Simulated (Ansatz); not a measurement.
Reaction (ligand exchange at a K–Cl bond): `[Cl][K]` + HI → `[K][I]` + HCl

Computed with Ansatz on PBE0-D4/def2-TZVP structures; ΔE is electronic, products minus reactants. CCSD(T)/CBS adds triple-zeta CCSD(T) − MP2 to the extrapolated MP2 energy (def2 sets, frozen cores). This one scheme is used for every species. Functionals use def2-TZVPP. def2 core potentials past Kr. For I, K outer-core shells are correlated without core-valence functions, which leaves a few kJ/mol of doubt a bond. Scalar relativity is left out up to krypton.

| level | ΔE (kJ/mol) |
| --- | --- |
| BLYP-D4 | -26.5 |
| ωB97X-V | -35.4 |
| ωB97M-V | -36.3 |
| B2PLYP | -35.6 |
| revPBE | -31.7 |
| LC-ωPBE | -36.5 |
| CCSD/def2-TZVPP | -38.5 |
| CCSD(T)/def2-TZVPP | -38.0 |

Problem. What does CCSD(T)/CBS give? (Best estimate.)

Solution. Ansatz gave: -32.7 kJ/mol. The listed levels differ from it by 6.2, -2.7, -3.6, -2.9, 1.0, -3.8, -5.8, -5.3 kJ/mol.

Largest T1 diagnostic among the species: 0.007.

From r2SCAN to r2SCAN0 (25 % exact exchange), in def2-TZVPP and without D4, ΔE moves by −4.6 kJ/mol. Leaving LDA and LC-ωPBE aside and taking each functional with its dispersion term where it has one, the values, not all of them listed here, spread over 17.6 kJ/mol, from PBE-QIDH to B97M-V.
